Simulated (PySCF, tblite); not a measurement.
Species: C4H11NP2Si.
Atom-mapped SMILES: `[CH2:1]=[N:2][C@@H:3]1[CH2:4][CH2:5][Si:6]1([PH2:7])[PH2:8]` (hydrogens: H9, H10 on C1; H11 on C3; H12, H13 on C4; H14, H15 on C5; H16, H17 on P7; H18, H19 on P8)

Geometry (GFN2-xTB, Å), atoms numbered from 1 in this order:
```xyz
19
C4H11NP2Si angstrom
C      2.4559    1.2846    0.7570
N      1.7563    0.6207   -0.0473
C      0.8344   -0.3422    0.4036
C      0.7300   -1.5637   -0.5206
C     -0.7843   -1.6588   -0.7483
Si    -1.0053    0.1273   -0.0638
P     -2.3643    0.5100    1.7109
P     -1.0632    1.6711   -1.7160
H      2.4437    1.1456    1.8433
H      3.1128    2.0461    0.3639
H      0.9704   -0.6136    1.4613
H      1.2470   -1.3380   -1.4514
H      1.1664   -2.4626   -0.0879
H     -1.0648   -1.8522   -1.7802
H     -1.2416   -2.4266   -0.1272
H     -3.3501    1.0730    0.9207
H     -2.9521   -0.7407    1.6536
H      0.3129    1.7922   -1.7397
H     -1.2140    2.7371   -0.8394
```

Jobs on this species (19 atoms, 86 electrons) with PySCF (density fitting) and tblite. Hardware of each: Arm Neoverse N1, one thread (shared host). Other jobs ran on the host; a repeat could differ by tens of per cent or more.

```tsv
level and settings	work	basis functions	SCF cycles	wall time
GFN2-xTB	L-BFGS relaxation	–	–	?
GFN2-xTB	Hessian by finite differences	–	–	1.8 s
PBE0/pcSseg-1	shieldings, ring-centre shieldings, charges and field gradients	212	14	82 s
```

Task: Fill in the missing figures.

Result: 
- GFN2-xTB; L-BFGS relaxation: 2.7 s

Task: What do all jobs in the table cost together?

Result: About 86 s; the longest takes about 95 % of that, and about 46 times as long as the shortest.
